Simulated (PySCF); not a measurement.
**Ionisation energy of C⁺ by level of theory**

C⁺ [He] 2s2 2p1 (2P) → C²⁺ [He] 2s2 (1S), as a difference of total energies. Calculation: PySCF 2.14, in def2-SVP (3s2p1d, 14 functions); no relativity, point nucleus. Correlated levels: valence: 1s2 frozen. The calculations carry no spin-orbit coupling.

```tsv
method	ionisation energy (eV)	error (eV)
UHF	24.309	-0.069
PBE0	24.982	+0.604
B3LYP	25.192	+0.814
MP2 (valence)	24.355	-0.023
SCS-MP2 (valence)	24.309	-0.069
CCSD (valence)	24.133	-0.245
CCSD(T) (valence)	24.153	-0.225
```

Reference: 24.378 eV (measured; NIST levels, between the centres of gravity of the two terms).

Errors of the correlated levels include the incompleteness of this basis and the frozen core.

The coupled-cluster amplitudes are large for C²⁺ (T1 above 0.03 or a double amplitude above 0.15), so a single reference is strained.
